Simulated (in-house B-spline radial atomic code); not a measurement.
Sr. Computed with a B-spline radial atomic code. Model: non-relativistic spherical atom: semilocal Troullier-Martins pseudo-atom, one channel per l, against all electrons, high spin, G0W0 and RPA with empty states to l = 8, local potential for every l without a channel, a model core (radius 0 = none) keeps its share of the functional.

Without relativity these are model numbers for so heavy an element.

What the tables leave out is listed at the end.

The pseudopotential gives back the lowest level of each angular momentum of its own functional in the configuration it was made in; a second state of the same l is only approximately right. Exact exchange, RPA and GW see the smooth pseudo-orbitals and miss the exchange with the core, for which the functional's share stands in. The column with an uncorrelated core keeps all orbitals and exact exchange, and so separates missing core correlation from pseudisation. Only the three outermost levels and the lowest empty one were computed. RPA here is direct RPA, with no exchange kernel, and its energies carry an (l + 1/2)⁻⁴ tail. A hybrid on a potential with a model core restores only its own semilocal share of the core's exchange.

Command:
```bash
python run_psgw.py task.json out
```
Settings (lengths in bohr, energies in hartree):
```
Z                      38
electrons              38
configuration          [Kr] 5s2
generated_in           [Kr] 5s2
functional             lda,vwn
core_shells            6
radius_factor          0.8
core_correction        False
ion_configuration      [Kr] 5s1
```

Run time, properties included: 74 s on 1 thread of Arm Neoverse N1, on a shared host.

Given: made with LDA VWN5; model core radius 0 bohr; local radius 1.067 bohr; mean-field start LDA VWN5.

Valence shells of the generating configuration: 4s, 4p, 5s.

Channel: s 0.963, p 1.064, d 1.656 (radii in bohr).

Computed: largest level miss in the spin-unpolarised generating configuration 0.102 eV; valence RPA correlation energy all-electron orbitals -0.4907 hartree; valence RPA correlation energy pseudo -0.52599 hartree; all-electron RPA polarisability, core included 134.41 bohr³; pseudo-atom RPA polarisability 127.56 bohr³; ionisation by mean-field all-electron 5.7786 eV; ionisation by RPA pseudo minus all 0.132 eV.

```tsv
level	occupied	mean-field all-electron (eV)	mean-field pseudo minus all (eV)	G0W0 all-electron (eV)	G0W0 uncorrelated core minus all (eV)	G0W0 pseudo minus all (eV)	exchange self-energy all-electron (eV)	exchange self-energy pseudo (eV)
5s	1	-3.5863	-0.102	-5.6821	0.025	-0.148	-6.9425	-6.6215
```

(1) What is the ionisation by RPA all-electron?

(2) What is the ionisation by mean-field pseudo minus all?

Given: mean-field start PBE0.

Computed: valence RPA correlation energy all-electron orbitals -0.44985 hartree; all-electron RPA polarisability, core included 121.82 bohr³; pseudo-atom RPA polarisability 115.51 bohr³; ionisation by mean-field pseudo minus all 0.134 eV; ionisation by RPA all-electron 5.8598 eV; ionisation by RPA pseudo minus all 0.135 eV.

```json
{"level": "5s", "occupied": "1", "mean-field all-electron (eV)": "-3.9936", "mean-field pseudo minus all (eV)": "-0.109", "G0W0 all-electron (eV)": "-5.7599", "G0W0 uncorrelated core minus all (eV)": "0.025", "G0W0 pseudo minus all (eV)": "-0.133", "exchange self-energy all-electron (eV)": "-6.6724", "exchange self-energy pseudo (eV)": "-6.412"}
{"level": "5p (empty)", "occupied": "0", "mean-field all-electron (eV)": "-0.9469", "mean-field pseudo minus all (eV)": "-0.011", "G0W0 all-electron (eV)": "-0.20841", "G0W0 uncorrelated core minus all (eV)": "0.01", "G0W0 pseudo minus all (eV)": "-0.001", "exchange self-energy all-electron (eV)": "-1.3862", "exchange self-energy pseudo (eV)": "-1.1969"}
```

(3) What is the ionisation by mean-field all-electron?

(4) What is the valence RPA correlation energy pseudo?

Given: mean-field start Hartree-Fock.

Computed: valence RPA correlation energy all-electron orbitals -0.36756 hartree; valence RPA correlation energy pseudo -0.39561 hartree; all-electron RPA polarisability, core included 101.19 bohr³; pseudo-atom RPA polarisability 96.003 bohr³; ionisation by mean-field all-electron 4.6728 eV; ionisation by RPA pseudo minus all 0.134 eV.

```tsv
level	occupied	mean-field all-electron (eV)	mean-field pseudo minus all (eV)	G0W0 all-electron (eV)	G0W0 uncorrelated core minus all (eV)	G0W0 pseudo minus all (eV)	exchange self-energy all-electron (eV)	exchange self-energy pseudo (eV)
5s	1	-4.8561	-0.132	-5.7206	0.024	-0.136	-6.2552	-6.0577
4p	1	-29.883	-0.192	-29.714	0.201	-0.048	-27.001	-22.966
```

(5) What is the ionisation by RPA all-electron?

(6) What is the ionisation by mean-field pseudo minus all?

## Answers

(1) 6.0499 eV.

(2) 0.143 eV.

(3) 5.5366 eV.

(4) -0.48346 hartree.

(5) 5.5096 eV.

(6) 0.124 eV.

Among the listed levels the largest G0W0 shift of the pseudo-atom is -0.15 eV, for 5s on the LDA VWN5 start, while leaving the core uncorrelated moves that level by +0.03 eV. The rest, -0.17 eV, comes from pseudisation and the lost core exchange. Not in the tables (levels of low weight, unsolved or above zero; the highest and the empty levels are kept at any weight): on LDA the G0W0 levels 4p (pseudo minus all -0.73 eV, weights 0.07 and 0.05), 4s (pseudo minus all +0.84 eV, weights 0.01 and 0.03), 4d (pseudo minus all -0.02 eV, weights 0.49 and 0.44); on PBE0 the G0W0 levels 4p (pseudo minus all -0.10 eV, weights 0.58 and 0.56), 4s (pseudo minus all +0.08 eV, weights 0.41 and 0.51); on Hartree-Fock the G0W0 levels 4s (pseudo minus all +0.62 eV, weights 0.53 and 0.42).
